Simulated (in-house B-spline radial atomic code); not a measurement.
A radial electron density 4πr²n(r) was computed for an atom or ion in its tabulated ground configuration with an all-electron radial atomic-structure program (B-spline basis); method: non-relativistic Hartree-Fock, average of configuration. Columns: r (bohr), 4πr²n(r) (electrons per bohr), bar.

```
 0.00341   0.6782 #
 0.00418   0.9882 ##
 0.00512    1.428 ###
 0.00629    2.057 ####
 0.00771     2.92 #####
 0.00946      4.1 #######
  0.0116     5.66 ##########
  0.0142    7.648 ##############
  0.0175    10.19 ##################
  0.0214    13.05 #######################
  0.0263    16.24 #############################
  0.0322     19.3 ###################################
  0.0395    21.85 #######################################
  0.0485     23.3 ##########################################
  0.0594    23.25 ##########################################
  0.0729    21.69 #######################################
  0.0894     19.3 ###################################
    0.11    17.33 ###############################
   0.135     17.2 ###############################
   0.165    19.29 ##################################
   0.202    22.54 ########################################
   0.248    24.61 ############################################
   0.305    23.13 #########################################
   0.374    17.96 ################################
   0.458     11.5 #####################
   0.562    6.954 ############
    0.69    5.964 ###########
   0.846    7.117 #############
    1.04    7.742 ##############
    1.27    6.543 ############
    1.56     4.17 #######
    1.91    2.103 ####
    2.35   0.9889 ##
    2.88   0.6689 #
    3.53   0.6013 #
    4.33   0.4881 #
    5.32   0.3044 #
    6.52     0.14 
       8  0.04458 
    9.81 0.009263 
      12 0.001177 
    14.8 7.119e-05
```

Which atom or ion is it?
A. Sc
B. Ar
C. V+
D. Ca

D. The area under the curve, ∫4πr²n dr = ∫r·4πr²n d(ln r) on this logarithmic grid, is 20 electrons, which only this option has. The configuration is [Ar] 4s2.
